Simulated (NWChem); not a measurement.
# PbHOF, singlet; SMILES [Pb]([OH])[F]

```xyz
4

Pb     0.2636     0.0397     0.0000
F     -0.9321    -1.6443     0.0000
O     -1.3771     1.3380     0.0000
H     -2.2053     0.8378     0.0000
```
Atoms are numbered in this order, from 1.

Results from NWChem. Medium grid unless said otherwise, to which SCAN and Minnesota functionals are sensitive. Low-valent species are run as closed-shell singlets; no triplet was tried in these runs. All runs use the structure optimised with PBE0/def2-SVP. def2 effective core potentials on Pb; no spin-orbit coupling. Total energies of different functionals are on different scales.

```
level                                 energy (Ha)  highest occupied level (eV)  orbital gap (eV)  dipole (D)
------------------------------------  -----------  ---------------------------  ----------------  ----------
B3LYP/def2-SVP                          -368.5128                        -7.69              5.20        2.74
PBE/def2-SVP                            -368.3087                          [?]              3.65        2.36
revPBE/def2-SVP                         -368.4718                        -6.41              3.67        2.41
LDA (Slater exchange, VWN5)/def2-SVP    -367.0210                        -6.73              3.64        2.24
PW91/def2-SVP                           -368.5096                        -6.55              3.64        2.37
M06-L/def2-SVP                          -368.5537                        -6.65              4.08        2.91
r2SCAN/def2-SVP                         -368.4581                        -6.85              4.08        2.63
TPSS/def2-SVP                           -368.4056                        -6.56              3.81        2.46
```

### Question
Fill in the missing entries.

### Answer

- PBE/def2-SVP, highest occupied level (eV): -6.49
